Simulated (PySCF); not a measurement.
## Diatomics of I with group 15

r²SCAN with triple-zeta basis sets in PySCF, for the lowest determinant that a PBE0 search found; no spin–orbit coupling. De refers to high-spin ground-configuration atoms. A positive dipole means M(−)I(+).

```csv
M,basis,state (unpaired electrons),Re (Å),ωe (cm⁻¹),De (eV),μ (D)
P,def2-TZVPP,triplet (π ↑↑),2.377,375,2.63,0.19
As,x2c-TZVPPall,triplet (π ↑↑),2.492,260,2.53,-0.48
Sb,def2-TZVPP,triplet (π ↑↑),2.689,208,2.46,-1.33
```

The shortest bond is that of PI (2.377 Å), the longest that of SbI (2.689 Å).

The rows differ in basis set, which adds steps of its own.

Down a group the atoms grow and get heavier, so bonds lengthen and wavenumbers fall; this series shows no clear exception.

Spin–orbit coupling is left out, which matters for elements this heavy, above all for dissociation energies. States were picked by a PBE0 search and need not be the measured ground states.
